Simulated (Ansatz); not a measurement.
`[F][Al]([SH])[Cl]` + CH₃OH → `C[O][Al]([F])[SH]` + HCl  (ligand exchange at the Al–Cl bond)

Gas-phase electronic energies from Ansatz, PBE0-D4/def2-TZVP geometries. CBS: MP2 limit from def2 TZ/QZ plus the TZ coupled-cluster correction, frozen cores. This one scheme is used for every species. Functionals use def2-TZVPP. B3LYP here is the variant with VWN-RPA as its local correlation; programs differ in this. Each species was taken in one conformer, which may not be the lowest.

```csv
level,ΔE (kJ/mol),difference from CCSD(T)/CBS
PBE-D4,29.3,2.2
r2SCAN-D4,27.7,0.6
PBE0-D4,31.1,4.0
B3LYP-D4,22.3,-4.8
ωB97X-V,26.2,-0.9
ωB97M-V,26.8,-0.3
B2PLYP,23.1,-4.0
PBE,30.2,3.1
r2SCAN,28.2,1.1
PBE0,31.9,4.8
B3LYP,23.5,-3.6
HF/def2-TZVPP,28.0,0.9
MP2/def2-TZVPP,24.2,-2.9
SCS-MP2/def2-TZVPP,22.1,-5.0
CCSD/def2-TZVPP,22.4,-4.7
CCSD(T)/def2-TZVPP,22.8,-4.3
HF/def2-QZVPP,27.2,0.1
MP2/def2-QZVPP,26.4,-0.7
SCS-MP2/def2-QZVPP,24.5,-2.6
HF/CBS(def2),27.1,0.0
MP2/CBS(def2),28.6,1.5
CCSD/CBS(def2),26.8,-0.3
CCSD(T)/CBS,27.1,0
```

Largest T1 diagnostic among the species: 0.012.

In def2-TZVPP, CCSD(T) changes the Hartree–Fock value by −5.3 kJ/mol (the triples alone add +0.4 kJ/mol) and MP2 by −3.8 kJ/mol.
